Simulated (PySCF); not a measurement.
**Question.** Write a Z-matrix for InChI=1S/C7H5NOS/c1-2-7(10-3-1)6-4-8-9-5-6/h1-5H as optimised with PBE0-D3(BJ)/def2-SVP.

**Answer.** 
Z-matrix in Å and degrees, rows numbered from 1:
```
C 
C   1  1.3696
S   2  1.7166  1  111.63
C   3  1.7316  2   92.23  1    -0.09
C   4  1.4503  3  121.44  2   179.97
C   5  1.4304  4  127.94  3  -178.66
N   6  1.3043  5  112.02  4  -179.97
O   7  1.3600  6  106.04  5    -0.07
C   8  1.3323  7  109.88  6     0.07
C   4  1.3778  3  110.53  2     0.09
H   1  1.0904  2  123.37  3  -179.92
H   2  1.0889  1  128.36  3   179.92
H   6  1.0895  5  128.62  4     0.07
H   9  1.0882  5  133.31  4     0.07
H  10  1.0906  1  123.91  2   179.93
```

The 5-membered ring C5–C6–N7–O8–C9 has internal angles of 101.8° to 112.0°; it is planar, 0.00 Å rms from its mean plane, widest ring torsion 0°. N7 (pyridine-type nitrogen) is bent (angle 106.0°). The 10 heavy atoms lie in one plane (0.009 Å rms). The 5-membered ring C1–C2–S3–C4–C10 has internal angles of 92.2° to 113.0°; it is planar, 0.00 Å rms from its mean plane, widest ring torsion 0°.

Computed, not measured: PySCF 2.14.0, PBE0-D3(BJ)/def2-SVP geometry optimisation, gas phase.

Stationary, but not proved a minimum. The numbers are those of one conformer (S3–C4–C5–C6 -179°).
